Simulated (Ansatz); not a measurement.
```xyz
3

O     0.0000    0.0000    0.0000
O     0.0000    0.7200    1.2471
O     0.0000   -0.7200    1.2471
```

Basis set: cc-pVDZ (spherical functions). Frozen core: 3 orbitals. Charge 0, multiplicity 1.

Computed with Ansatz (development build ahead of 0.2.0); the reference of a correlated method needn't be the lowest determinant of its kind. Restricted open shells among the atoms or ions are ROHF, correlated in semicanonical orbitals with singles.

Q: Give the atomization energy at this shape (free ground-state atoms in the same class of orbitals less the molecule, no zero-point energy) of singlet O₃ by RHF-CCSD(T), RHF-CCSD.

A:

```tsv
method	atomization energy
RHF-CCSD(T)	80.87 kcal/mol
RHF-CCSD	68.00 kcal/mol
```

Caution: no unrestricted run beside it, a lower state can exist.
